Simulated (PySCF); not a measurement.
Te(OH)(SMe) (CH4OSTe), SMILES CS[Te]O.

The structure is a stationary point at PBE0-D3(BJ)/def2-SVP. The def2 effective core potentials stand for the cores of Te; spin–orbit coupling is left out. One conformer was computed; it need not be the lowest.

The numbers are results of TDDFT-LC-ωPBE/def2-SVPD run with PySCF, not measurements.

Vertical excitations. 

Computed excitation energies, oscillator strengths and character:
```csv
state,energy (eV),λ (nm),f,main pairs
S1,3.47,358,0.002,HOMO→LUMO 78 %
S2,3.91,317,0.002,"HOMO→LUMO+1 77 %, HOMO→LUMO 12 %"
S3,4.87,254,0.003,HOMO−1→LUMO+1 81 %
S4,5.54,224,0.009,"HOMO−1→LUMO 67 %, HOMO−2→LUMO+1 12 %"
S5,5.65,220,0.013,HOMO−2→LUMO 76 %
S6,6.37,195,0.111,"HOMO→LUMO+2 66 %, HOMO→LUMO+6 11 %, HOMO→LUMO+4 11 %"
S7,6.65,186,0.152,"HOMO−2→LUMO+1 43 %, HOMO→LUMO+6 18 %"
S8,6.86,181,0.046,"HOMO−1→LUMO+6 59 %, HOMO−1→LUMO+11 10 %"
S9,7.15,173,0.029,"HOMO→LUMO+3 53 %, HOMO→LUMO+4 27 %"
S10,7.32,169,0.018,"HOMO−3→LUMO 43 %, HOMO−4→LUMO 13 %, HOMO→LUMO+5 8 %, HOMO→LUMO+6 7 %"
T1,2.68,463,0,HOMO→LUMO 85 %
T2,3.13,396,0,HOMO→LUMO+1 85 %
T3,4.22,294,0,HOMO−1→LUMO+1 76 %
T4,4.85,256,0,"HOMO−1→LUMO 45 %, HOMO−2→LUMO+1 30 %"
```
Triplets are in the Tamm–Dancoff approximation, which puts them higher than full response would, so one can lie above its singlet here.
